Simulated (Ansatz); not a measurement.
Calculated with Ansatz (gas phase, PBE0-D4/def2-TZVP geometries, no zero-point term in ΔE). CCSD(T)/CBS adds triple-zeta CCSD(T) − MP2 to the extrapolated MP2 energy (def2 sets, frozen cores). Elements past krypton have def2 core potentials. For Br, In outer-core shells are correlated without core-valence functions, which leaves a few kJ/mol of doubt a bond. Scalar relativity is left out up to krypton. Each species was taken in one conformer, which may not be the lowest.

`[F][In]([SH])[Br]` + `CN(C)BN` → `C[N](C)[In]([F])[SH]` + `NBBr`  (redistribution)

```tsv
species	CCSD(T)/CBS(def2) energy (Eh)
`[F][In]([SH])[Br]`	-3261.42177
`CN(C)BN`	-215.79289
`C[N](C)[In]([F])[SH]`	-822.46131
`NBBr`	-2654.70322
```

Task: Work out ΔE.

Result: ΔE = (-822.46131) + (-2654.70322) − (-3261.42177) − (-215.79289) = 0.05013 Eh = +131.6 kJ/mol.

Largest T1 diagnostic among the species: 0.015.

From PBE to PBE0 (25 % exact exchange), in def2-TZVPP and without D4, ΔE moves by +7.1 kJ/mol. In def2-TZVPP, CCSD(T) changes the Hartree–Fock value by −30.5 kJ/mol (the triples alone add −3.9 kJ/mol) and MP2 by −34.1 kJ/mol.
